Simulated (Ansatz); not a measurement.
Geometry optimisation, RKS B3LYP-D4/def2-SVP in Ansatz.

input.yaml

```yaml
crystal:
  periodic: [false, false, false]
  atoms:
    - { symbol: Sn, position_ang: [0.015447, -0.003687, -1.087113] }
    - { symbol: C, position_ang: [1.579365, 0.032688, 1.874226] }
    - { symbol: H, position_ang: [0.542477, -0.304439, 1.71438] }
    - { symbol: H, position_ang: [2.066866, -0.668235, 2.564494] }
    - { symbol: H, position_ang: [1.56333, 1.037437, 2.319147] }
    - { symbol: H, position_ang: [2.154685, 0.061248, 0.928866] }
    - { symbol: H, position_ang: [-0.890204, 1.124441, -0.001744] }
    - { symbol: Cl, position_ang: [-1.489165, -1.826253, -0.597056] }
basis:
  gaussian: { orbitals: def2-SVP }
hamiltonian:
  xc: b3lyp
  dispersion: d4
relax:
  f_tol: 0.03
  max_steps: 50
```

Run as:

```bash
$ ansatz run input.yaml --threads 1 --pin off --max-ram 2048MiB --backend cpu --events-out ev --progress --plain --runs-dir out
```

**Question.** Where does it end, and by what steps?

**Answer.** The run converged. The force dipped under the threshold on the way, but the program's further checks kept it going. After 10 steps the energy has fallen by 0.033 eV; H3 moved furthest, 0.42 Å.

| step | energy less start (eV) | largest force component (eV/Å) | accepted |
| --- | --- | --- | --- |
| 0 | 0.0000 | 0.149 | yes |
| 1 | 0.0005 | 0.317 | no |
| 2 | -0.0122 | 0.093 | yes |
| 3 | -0.0167 | 0.192 | yes |
| 4 | -0.0211 | 0.173 | yes |
| 5 | -0.0272 | 0.172 | yes |
| 6 | -0.0296 | 0.085 | yes |
| 7 | -0.0318 | 0.022 | yes |
| 8 | -0.0322 | 0.109 | yes |
| 9 | -0.0322 | 0.101 | yes |
| 10 | -0.0329 | 0.013 | yes |

```xyz
8
Properties=species:S:1:pos:R:3
Sn 0.067 0.024 -1.141
C 1.520 -0.052 1.877
H 0.649 -0.712 1.758
H 2.276 -0.557 2.495
H 1.210 0.888 2.353
H 1.984 0.172 0.900
H -0.758 1.370 -0.280
Cl -1.405 -1.680 -0.247
```

Whether the end is a true minimum wasn't checked by a vibrational analysis.

The run took 48 s on 1 thread of Arm Neoverse V1, on a shared host, peak memory 0.17 GiB.
